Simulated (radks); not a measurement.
Q: These are the eigenvalues of the occupied orbitals of an atom or ion with whole-number occupations (hartree). Calculated with a radial shooting solver on a logarithmic mesh with Libxc functionals: scalar-relativistic Kohn-Sham, r2SCAN, spin-polarised, spherical densities, finite nucleus; meta-GGA in the generalised Kohn-Sham scheme; Fermi nuclear charge, rms radius of each element as measured or else 0.836 A^(1/3) + 0.57 fm.

1s down: -934.1342
1s up: -934.1340
2s up: -139.3121
2s down: -139.2897
2p up: -125.0020
2p down: -124.9855
3s up: -26.94027
3s down: -26.93506
3p up: -22.20407
3p down: -22.19638
3d up: -14.75686
3d down: -14.74015
4s up: -5.04994
4s down: -4.97247
4p up: -3.66379
4p down: -3.58348
4d up: -1.65247
4d down: -1.57414

Which element is it, and in what charge state? The configuration may be excited. Open shells, if any, are filled with parallel spins first.

A: Z = 47, silver, charge +3: Ag3+ in [Kr] 4d8. The list shows which subshells hold electrons but not how many an open one holds; the 1s level, -934.13 hartree, gives Z - s = 43.2 by -(Z - s)^2/2, which with screening and relativity narrows Z to a few neighbours, and the depths of the outer levels then fix element, charge and occupations together.
